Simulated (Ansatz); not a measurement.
Consider the ligand exchange at the Si–C bond: `F[SiH2]C1=C[SiH2]1` + HCl → `F[SiH2]Cl` + `C1=C[SiH2]1`.

Isolated molecules relaxed with PBE0-D4/def2-TZVP in Ansatz; ΔE leaves out vibrations. CCSD(T)/CBS is the MP2 limit (def2-TZVPP, def2-QZVPP) plus CCSD(T) − MP2 in def2-TZVPP, frozen cores. This one scheme is used for every species. Functionals use def2-TZVPP. B3LYP here is the variant with VWN-RPA as its local correlation; programs differ in this. One conformer a species, not always the lowest.

Is it downhill or uphill in electronic energy at CCSD(T)/CBS, and by how much? (Best estimate.)

Computed: Downhill: ΔE = -77.8 kJ/mol.

What do these levels give: r2SCAN-D4, PBE0-D4, ωB97X-V, ωB97M-V, r2SCAN, PBE0, B3LYP, SCS-MP2/def2-TZVPP, CCSD(T)/def2-TZVPP, MP2/def2-QZVPP, MP2/CBS(def2), CCSD/CBS(def2)? (Best estimate.)

The calculation gave: r2SCAN-D4 -80.8, PBE0-D4 -77.4, ωB97X-V -81.3, ωB97M-V -81.5, r2SCAN -82.0, PBE0 -80.8, B3LYP -81.5, SCS-MP2/def2-TZVPP -78.2, CCSD(T)/def2-TZVPP -75.3, MP2/def2-QZVPP -79.2, MP2/CBS(def2) -80.2, CCSD/CBS(def2) -79.5 kJ/mol.

Largest T1 diagnostic among the species: 0.013.

In def2-TZVPP, CCSD(T) changes the Hartree–Fock value by +13.7 kJ/mol (the triples alone add +1.7 kJ/mol) and MP2 by +11.3 kJ/mol. The D4 term adds +5.6 kJ/mol with B3LYP and +3.4 kJ/mol with PBE0; it sums over pairs of atoms, weighted by their polarisabilities, and B3LYP, whose exchange is more repulsive, gets the larger term.
